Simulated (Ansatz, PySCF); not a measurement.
Gas-phase reaction in SMILES: BN (BNH4) → B[NH] + H atom (the H-N bond at the site shown breaks; other sites are not compared here)
Structures are relaxed separately at B3LYP-D3(BJ)/def2-TZVP in Ansatz (a quantum-chemistry and plane-wave program), one conformer each, not searched for the lowest.

Quantity: bond dissociation energy (0 K, with B3LYP-D3(BJ) harmonic zero-point energies from PySCF), in kcal/mol. Correlated levels leave the core frozen unless marked. UHF or UKS for open shells. Spin-orbit coupling is left out. No relativistic terms. Basis-set limits of correlation are two-point, X^-3; Hartree-Fock from the larger set.

CCSD(T)/CBS(def2-TZVPPD,def2-QZVPPD) (Ansatz) gives 111.9 kcal/mol.

### Question
Another calculation gave 102.4 kcal/mol. Which level was it?
A. PBE-QIDH/def2-TZVPD (Ansatz)
B. M06-L/def2-TZVPD (PySCF)
C. B3LYP/def2-TZVPD (Ansatz)
D. HF/def2-TZVPD (PySCF)

### Answer
B, M06-L/def2-TZVPD (PySCF). The others give 106.3 (B3LYP), 109.3 (PBE-QIDH), 85.2 (HF) kcal/mol.
